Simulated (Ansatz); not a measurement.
`F[SiH]([SiH3])S` + HI → `F[SiH](S)I` + SiH₄ at 298.15 K and 1 bar (cleavage of the Si–Si bond).

Computed with Ansatz on PBE0-D4/def2-TZVP structures; ΔE is electronic, products minus reactants. CBS: MP2 limit from def2 TZ/QZ plus the TZ coupled-cluster correction, frozen cores. This one scheme is used for every species. Elements past krypton have def2 core potentials. For I outer-core shells are correlated without core-valence functions, which leaves a few kJ/mol of doubt a bond. One conformer a species, not always the lowest.

```
          species  CCSD(T)/CBS energy (Eh)  H − E (kJ/mol)  S (J/(mol·K))
`F[SiH]([SiH3])S`              -1078.81755           143.7          353.4
               HI               -298.03592            22.7          206.5
     `F[SiH](S)I`              -1085.42501            77.4          344.7
             SiH₄               -291.46306            92.1          204.8
```

H − E and S are ideal-gas, rigid-rotor, harmonic terms from PBE0-D4/def2-TZVP, for one conformer and one mirror image of each species. 1 Eh = 2625.50 kJ/mol, R = 8.31446 J/(mol·K).

By hand: ΔE, ΔH, ΔS and ΔG.

ΔE = (-1085.42501) + (-291.46306) − (-1078.81755) − (-298.03592) = -0.03460 Eh = -90.8 kJ/mol. Δ(H − E) = 77.4 + 92.1 − 143.7 − 22.7 = 3.1, so ΔH = -87.7 kJ/mol. ΔS = 344.7 + 204.8 − 353.4 − 206.5 = -10.4 J/(mol·K). ΔG = -87.7 − 298.15 × (-10.4)/1000 = -84.6 kJ/mol.

By hand: the equilibrium constant, and the temperature at which ΔG would vanish if ΔH and ΔS stayed fixed.

log₁₀ K = −ΔG/(RT ln 10) = 14.8. ΔG = 0 at ΔH/ΔS = 8433 K, far beyond where these terms or the molecules hold.

The number of gas molecules stays the same, so ΔS is small and ΔH decides. A doubt of 5 kJ/mol in ΔE shifts log₁₀ K by 0.9 here. Other conformers and mirror images would add mixing entropy, several J/(mol·K) or more a flexible species. These are equilibria of isolated gas molecules and say nothing of rates. Largest T1 diagnostic: 0.013 (customary marks: 0.02 for closed shells, 0.045 for open ones).
